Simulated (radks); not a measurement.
Valence configurations of Nd I (all share [Xe]). All-electron calculation, scalar-relativistic Kohn-Sham, PBE, spin-polarised, spherical densities, point nucleus; open shells are filled with parallel spins first (spin-orbit coupling, left out, can overturn this in heavy ions). Program: a radial shooting solver on a logarithmic mesh with Libxc functionals. Energies are relative to 4f4 6s2; eigenvalues in eV for spin up.

valence              E (eV)  moment (Bohr magnetons)    e(4f)    e(5d)   e(6p)   e(6s)
4f4 6s2               0.000                        4   -2.555        -       -  -3.572
4f4 5d1 6s1           1.003                        6   -1.312   -1.587       -  -3.393
4f3 5d1 6s2           2.441                        4   -7.758   -3.262       -  -4.050
4f4 6p2               4.202                        6   -4.709        -  -2.505       -
4f3 5d0.5 6s1 6p1.5   5.370                        6  -10.248   -5.156  -2.593  -5.550
4f2.5 5d1 6s1 6p1.5   8.514                        6  -13.228   -5.808  -2.641  -5.750
4f2 5d1 6s2 6p1      12.852                        4  -17.146   -6.609  -2.518  -5.760
4f2 5d1 6s1 6p2      14.899                        6  -18.007   -7.453  -3.108  -6.529
4f2 6s2 6p2          17.510                        4  -20.555        -  -3.402  -6.985
4f1 5d1 6s2 6p2      32.187                        4  -27.592  -10.205  -3.495  -7.357

NIST lists [Xe] 4f4 6s2 as the ground configuration; this level of theory agrees among the configurations tried. The energies are those of spherical high-spin densities, not of single terms.
